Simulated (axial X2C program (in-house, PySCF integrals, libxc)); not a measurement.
## Density and ELF of IF

Calculated with an in-house relativistic program for diatomic molecules. Two-component (2c) means X2C with spin–orbit coupling and atomic mean-field two-electron Coulomb and Gaunt terms. Basis: I dyall-v3z [11s12p8d1f], F dyall-v3z [6s5p2d1f] (cores contracted in-house); Gaussian nuclei, density fitting, unrestricted open shells. Masses: I 126.904 u, F 18.998 u.

PBE0, two-component, state Ω = 0 (closed shell); I at z = 0, F at z = 1.931 Å.

The maps cover the half plane through the axis: z from -2.4 to 4.2 Å along the bond, ρ from 0.15 to 2.25 Å away from it.

log10 of the density in e/bohr³:

```
 ρ\z  -2.4  -1.8  -1.2  -0.6   0.0   0.6   1.2   1.8   2.4   3.0   3.6   4.2
0.15  -3.7  -2.5  -1.5  -0.2   1.8  -0.2  -0.7   0.4  -0.3  -1.8  -3.1  -4.4
0.45  -3.7  -2.6  -1.5  -0.6   0.4  -0.6  -1.0  -0.2  -0.7  -2.0  -3.2  -4.5
0.75  -3.7  -2.6  -1.7  -0.9  -0.6  -1.0  -1.4  -0.9  -1.2  -2.3  -3.4  -4.7
1.05  -3.8  -2.8  -1.9  -1.2  -1.0  -1.3  -1.8  -1.6  -1.8  -2.6  -3.7  -4.9
1.35  -3.9  -3.0  -2.2  -1.6  -1.4  -1.7  -2.2  -2.3  -2.4  -3.1  -4.0  -5.2
1.65  -4.1  -3.2  -2.5  -2.0  -1.8  -2.1  -2.6  -2.8  -3.0  -3.6  -4.4  -5.5
1.95  -4.3  -3.5  -2.9  -2.4  -2.3  -2.5  -3.0  -3.4  -3.6  -4.1  -4.9  -6.0
2.25  -4.5  -3.8  -3.2  -2.9  -2.7  -2.9  -3.4  -3.8  -4.2  -4.7  -5.5  -6.6
```

Electron localisation function (collinear form, no current term, damped to 0 at low density):

```
 ρ\z  -2.4  -1.8  -1.2  -0.6   0.0   0.6   1.2   1.8   2.4   3.0   3.6   4.2
0.15  0.00  0.05  0.36  0.45  0.77  0.43  0.65  0.13  0.81  0.33  0.02  0.00
0.45  0.00  0.06  0.44  0.26  0.75  0.22  0.49  0.87  0.83  0.28  0.02  0.00
0.75  0.00  0.08  0.55  0.51  0.27  0.37  0.24  0.78  0.72  0.21  0.01  0.00
1.05  0.00  0.10  0.61  0.83  0.75  0.66  0.11  0.47  0.48  0.13  0.01  0.00
1.35  0.00  0.11  0.60  0.88  0.90  0.70  0.06  0.13  0.22  0.05  0.00  0.00
1.65  0.00  0.07  0.52  0.83  0.87  0.64  0.04  0.02  0.05  0.01  0.00  0.00
1.95  0.00  0.03  0.36  0.71  0.76  0.49  0.03  0.00  0.00  0.00  0.00  0.00
2.25  0.00  0.01  0.14  0.46  0.54  0.28  0.02  0.00  0.00  0.00  0.00  0.00
```

The state is one determinant whose occupation by symmetry is held fixed; it was picked as the lowest of a PBE0 search that is not exhaustive.
